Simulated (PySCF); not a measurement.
Radial density of As⁺ (arsenic, charge +1)

M06-L, [Ar] 3d10 4s2 4p2, high-spin 3P determinant. Calculation: PySCF 2.14, in aug-cc-pVTZ-PP with one added diffuse shell each of s, d, f type with ECP10MDF (7s5p5d3f, 68 functions); a scalar-relativistic core potential. This is the valence pseudo-density: the core potential removes the inner electrons and smooths the orbitals near the nucleus.

```
r (bohr)  4πr²ρ (e/bohr)  4πr²(ρα − ρβ)
0.000991       3.021e-05         0.0000
 0.00167       8.488e-05         0.0000
 0.00280       0.0002356         0.0000
 0.00471       0.0006334         0.0000
 0.00793        0.001581         0.0000
  0.0133        0.003505         0.0000
  0.0224        0.007062         0.0000
  0.0377         0.01443         0.0000
  0.0635         0.06464         0.0000
   0.107          0.5505        -0.0006
   0.180           3.749         0.0004
   0.302           16.31         0.0632
   0.508           30.71         0.1238
   0.855           13.61         0.0179
    1.44           3.444         0.8104
    2.42           1.586         0.8801
    4.07          0.1479         0.1080
    6.84        0.001398         0.0014
    11.5       1.394e-05         0.0000
```

Energies and moments cover only the electrons outside the core potential.
